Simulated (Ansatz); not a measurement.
Cartesian coordinates in Å:
```
Si 1.098 -1.374 0.135
C -0.494 -0.398 -0.037
Si -0.205 1.311 -0.742
Te -1.381 -0.252 1.920
H 0.877 -2.589 0.966
H 1.574 -1.798 -1.209
H 2.131 -0.528 0.784
H -1.195 -0.943 -0.675
H 0.695 2.074 0.159
H 0.424 1.202 -2.087
H -1.495 2.039 -0.876
H -2.029 1.256 1.662
```

The species carries charge 0 and has multiplicity 1. Te takes the def2 core potential.

**Question.** List the B3LYP/def2-TZVPP orbital energies in eV (the Gaussian-basis code of Ansatz). (Estimate.)

**Answer.** Computed: Occupied: -1799.09, -1799.07, -277.40, -170.67, -143.63, -143.61, -119.92, -119.82, -119.57, -98.95, -98.94, -98.94, -98.93, -98.92, -98.92, -43.68, -43.65, -43.42, -43.34, -43.30, -19.98, -16.74, -14.83, -14.15, -11.43, -10.62, -10.21, -9.55, -9.46, -9.30, -8.82, -8.30, -6.16. Lowest empty: -1.29, -0.33, 0.31, 0.57, 0.87, 1.16, 1.24, 1.55.

B3LYP here is the variant with VWN-RPA as its local correlation; programs differ in this.
